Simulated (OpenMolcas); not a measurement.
# 4s2 4p2 along the 32-electron sequence

| Quantity | Value |
| --- | --- |
| Program | OpenMolcas |
| Method | SS-CASPT2, IPEA 0.25 Eh, imaginary shift 0.1 Eh |
| Basis | ANO-R2 |
| Scalar Hamiltonian | X2C, finite nucleus |
| Spin-orbit coupling | RASSI with atomic mean-field integrals over the reference wave functions, term energies averaged over their components |

Active space for each ion: 4 electrons in 4 orbitals (4s 4p); closed shells correlated by CASPT2: 3d.

Computed levels in cm-1 above 3P0:

```csv
Level,As+,Se2+,Br3+,Kr4+
3P1,926,1540,2320,3340
3P2,2240,3530,5050,6890
1D2,9840,12530,15490,18740
1S0,22310,27780,33110,38640
weight of 3P in the lowest level (%),99,99,98,97
```

Measured, with the error of the calculation in %. Measured levels: As+ from NIST Handbook of Basic Atomic Spectroscopic Data; Se2+ from Moore, Atomic Energy Levels, vol. II, NSRDS-NBS 35 (1971 reprint of NBS Circular 467, 1952); Kr4+ from Saloman, J. Phys. Chem. Ref. Data 36, 215 (2007).

```json
{"Level": "3P1", "As+": "1063 (-12.9)", "Se2+": "1741 (-11.5)", "Kr4+": "3743 (-10.9)"}
{"Level": "3P2", "As+": "2541 (-11.8)", "Se2+": "3937 (-10.4)", "Kr4+": "7595 (-9.3)"}
{"Level": "1D2", "As+": "10096 (-2.5)", "Se2+": "13032 (-3.9)", "Kr4+": "19723 (-5.0)"}
{"Level": "1S0", "As+": "22599 (-1.3)", "Se2+": "", "Kr4+": "39204 (-1.4)"}
```

The fine-structure level 3P2 changes by a factor of 3.08 from As+ to Kr4+. Its fourth root runs 6.88, 7.71, 8.43, 9.11, with steps per unit of Z of 0.83, 0.72, 0.68; equal steps would mean a (Z - σ)^4 law with constant σ.

1D2 changes by a factor of 1.9 over the same range, with steps per unit of Z of +2690, +2960, +3250 cm-1.

CASPT2 does not keep the components of a term degenerate, so their means are used; among the terms shown or strongly mixed into the levels shown the widest spread is 14 cm-1 (4s2 4p2 1D, As+). Over all roots computed the reference weight is 0.86 to 0.96 in As+, 0.85 to 0.96 in Se2+, 0.85 to 0.97 in Br3+, 0.86 to 0.97 in Kr4+; the roots of lowest weight are the least certain, and an intruder state may touch them. Measured partners are found by configuration, term and J. A level has none where our copy of the source lacks it or the pairing is in doubt (some pairs that miss far off the trend of their configuration count as doubtful), and it then counts in no deviation. Levels of configurations outside the active space are missing.
